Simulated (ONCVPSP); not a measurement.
**u(r) = r·R(r): atom against pseudo-atom (Ti)**

Columns: radius, all-electron u(r) and pseudo u(r) of the 3p shell (level -70.92 eV) of titanium in the configuration [Ne] 3s2 3p6 3d1; PBE, scalar-relativistic, ONCV scheme, ONCVPSP 4.0.1.

```tsv
r (bohr)	all-electron	pseudo
0.072	-0.2871	0.0192
0.145	-0.5229	0.0761
0.217	-0.4991	0.1642
0.290	-0.2983	0.2786
0.362	-0.0255	0.4066
0.435	0.2580	0.5419
0.507	0.5070	0.6711
0.580	0.7117	0.7891
0.652	0.8627	0.8862
0.725	0.9665	0.9606
0.798	1.0268	1.0091
0.870	1.0506	1.0316
0.942	1.0466	1.0313
1.015	1.0211	1.0107
1.088	0.9799	0.9740
1.160	0.9289	0.9261
1.232	0.8715	0.8704
1.305	0.8097	0.8094
1.378	0.7468	0.7467
1.450	0.6853	0.6852
1.522	0.6256	0.6255
1.595	0.5677	0.5677
1.668	0.5131	0.5131
1.740	0.4629	0.4628
1.812	0.4163	0.4162
1.885	0.3728	0.3728
```

(1) How many radial nodes do the two functions have?

(2) At about which radius was the pseudo-wave matched?

(3) Where does each function peak?

(4) Is the pseudo-wave norm-conserving?

Results:

(1) The all-electron 3p function has n − l − 1 = 1; the pseudo-wave has 0, since the states of the same l below it are removed with the core.

(2) 1.45 bohr. The columns agree to 0.0005 from 1.30 bohr on; several derivatives are matched, so the curves merge somewhat inside the radius.

(3) Outermost all-electron maximum near 0.87 bohr, pseudo maximum near 0.87 bohr (to the table’s step).

(4) Yes: the ONCV scheme keeps the norm inside the radius equal to the all-electron one, which fixes the energy derivative of the logarithmic derivative at the level.
